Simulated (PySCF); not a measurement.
**C₆ coefficients of unlike pairs at PBE0**

Calculated with PySCF 2.14 from the dipole response of each species, C₆(A,B) = (3/π) ∫ α_A(iu) α_B(iu) du, in atomic units, from isotropic polarisabilities. For ions this is the dispersion term alone; charge-induced terms of lower order in 1/R come first.

```
species      configuration                                                                            basis     relativity  α (bohr³)  C₆ (like pair)
 Lu(3+)     [Xe] 4f14 (1S)     x2c-TZVPPall with one added diffuse shell each of s, p, d type (12s8p8d2f2g)  spin-free X2C      4.336           21.07
  P(2+)  [Ne] 3s2 3p1 (2P)  aug-cc-pCVTZ-DK with one added diffuse shell each of s, p, d, f type (9s8p6d4f)  spin-free X2C      9.215           33.30
    Nb+      [Kr] 4d4 (5D)                                                      aug-cc-pVTZ-DK (9s8p6d3f2g)  spin-free X2C      26.29           170.0
 Al(3+)          [Ne] (1S)                                                         dyall-acv3z (19s12p6d4f)  spin-free X2C     0.2770          0.2577
```

**Question.** Estimate C₆ for Al(3+) with P(2+).

**Answer.** The integral gives 1.877. The combination rule 2 C_A C_B / (C_A α_B/α_A + C_B α_A/α_B) gives 1.792 and the geometric mean 2.929.

No spin-orbit coupling is included.

The other pairs:

```tsv
pair	C₆
Nb+, P(2+)	74.39
P(2+), Lu(3+)	23.08
Al(3+), Nb+	4.218
Nb+, Lu(3+)	51.35
Al(3+), Lu(3+)	2.122
```
